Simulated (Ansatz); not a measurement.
Species: AgF (charge -1, doublet). The spin state was set by rule; other spins were not relaxed. SMILES of the parent species: [Ag][F]
Coordinates optimised at B3LYP-D3(BJ)/def2-TZVP (Ansatz, a first-principles code):
```xyz
2

Ag     0.0000     0.0000    -0.3433
F      0.0000     0.0000     1.7930
```
Charge -1, spin multiplicity 2.

Parts of the frozen-core correlation energy in def2-SVP (Ansatz, hartree). Frozen orbitals: 5; correlated occupied orbitals by spin: 10 and 9; virtual: 30 and 31. UHF or UKS for open shells. Spin-orbit coupling is left out. Past Kr the def2 sets carry scalar-relativistic core potentials.

```csv
term,value
reference (HF),-245.44881
MP2 opposite-spin,-0.28969
MP2 same-spin,-0.14703
CCSD correlation,-0.43152
(T),-0.00916
CCSDT minus CCSD(T),-0.00010
T1 diagnostic,0.025
largest doubles amplitude,0.034
<S^2> of the reference,0.754
```
